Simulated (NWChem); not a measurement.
Molecule: NH2SeI; SMILES N[Se]I

```xyz
5

Se     0.3829     1.3433     0.0000
I     -0.0158    -1.2156     0.0000
N     -1.2309     2.1067     0.0000
H     -1.7833     2.0032     0.8468
H     -1.7833     2.0032    -0.8468
```
Atoms are numbered in this order, from 1.

All runs: NWChem. Medium grid unless said otherwise, to which SCAN and Minnesota functionals are sensitive. All runs use the structure optimised with PBE0/def2-SVP. def2 effective core potentials on I; no spin-orbit coupling. Hybrids' shares of exact exchange are those that their runs print; pure functionals count as 0. The functionals differ in more than this share.

| row | share of exact exchange | orbital gap (eV) |
|---|---|---|
| PBE/def2-SVP | 0.00 | 2.18 |
| r2SCAN/def2-SVP | 0.00 | 2.47 |
| B3LYP/def2-SVP | 0.20 | 3.65 |
| B97-2/def2-SVP | 0.21 | 3.79 |
| PW6B95/def2-SVP | 0.28 | 4.20 |
| M06-2X/def2-SVP | 0.54 | withheld |

Fit a straight line of the last column on the one before it, predict the withheld value, and compare with the run.


1. Means of the 5 shown rows: x = 0.138, y = 3.258. Slope Σ(x − x̄)(y − ȳ)/Σ(x − x̄)² = 0.4539/0.06728 = 6.746; intercept 2.327.
2. The shown rows scatter about the line by 0.095 (root mean square); the largest residual is -0.15, at PBE/def2-SVP.
3. At x = 0.54 (M06-2X/def2-SVP; beyond the shown range) the line gives 5.97.
4. The run gives 5.97, 0.00 from the line, 0.0 times the scatter.
